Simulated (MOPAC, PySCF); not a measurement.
[W(F)(NH2)5], neutral singlet in the gas phase. 

Cartesian coordinates (Å):
```xyz
17

W     -0.0218    -0.0917     0.0768
F      1.9099    -0.3258    -0.0192
N      0.0626     1.6234     1.1436
H      0.0594     2.5671     0.7402
H      0.0199     1.6816     2.1674
N      0.2893     0.9189    -1.6202
H      1.2254     1.0292    -2.0272
H     -0.4168     1.3870    -2.1996
N      0.2002    -1.1694     1.7464
H      1.1166    -1.5084     2.0617
H     -0.5388    -1.4625     2.3956
N     -0.4557    -1.7652    -0.9711
H     -0.6468    -2.6847    -0.5570
H     -0.6101    -1.8005    -1.9851
N     -1.9878     0.1502     0.1716
H     -2.4545     0.9345     0.6437
H     -2.6728    -0.4917    -0.2462
```
Charge 0, multiplicity 1.

All levels are single points at this geometry (BP86-D3(BJ)/def2-SVP); Pople sets use spherical d functions. Orbital energies aren't observables, and empty levels follow the basis.

PBE-D3(BJ)/def2-TZVP in PySCF gives gap (eV) = 2.80.

Estimate the gap (eV) from each of these levels: TPSSh-D3(BJ)/def2-TZVP in PySCF; BP86/6-31G* (LANL2DZ on W) in PySCF; HF/6-31G* (LANL2DZ on W) in PySCF; PM6 in MOPAC; PM7 in MOPAC.


```csv
level,gap (eV)
TPSSh-D3(BJ)/def2-TZVP in PySCF,3.70
BP86/6-31G* (LANL2DZ on W) in PySCF,2.58
HF/6-31G* (LANL2DZ on W) in PySCF,10.85
PM6 in MOPAC,9.31
PM7 in MOPAC,10.33
```
